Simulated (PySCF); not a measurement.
## How methods differ on the excitation energy of Pb⁺

Pb⁺ [Xe] 4f14 5d10 6s2 6p1 (2P) → Pb⁺ [Xe] 4f14 5d10 6s1 6p2 (4P), as a difference of total energies. Computed with PySCF 2.14 in x2c-TZVPPall with one added diffuse shell each of s, p, d, f type (12s8p7d4f, 99 functions), with scalar relativity by spin-free X2C-1e. Correlated levels: valence and next inner shell: [Kr] 4d10 4f14 frozen. The calculations carry no spin-orbit coupling.

```json
{"method": "UHF", "excitation energy (cm⁻¹)": "48670"}
{"method": "MP2 (valence and next inner shell)", "excitation energy (cm⁻¹)": "62481"}
{"method": "SCS-MP2 (valence and next inner shell)", "excitation energy (cm⁻¹)": "62959"}
{"method": "CCSD (valence and next inner shell)", "excitation energy (cm⁻¹)": "60151"}
{"method": "CCSD(T) (valence and next inner shell)", "excitation energy (cm⁻¹)": "60687"}
```

Spin-orbit coupling is strong in these open shells (close to jj coupling). The scalar numbers leave it out and a first-order estimate fails, so it can dominate the gap to the real levels.
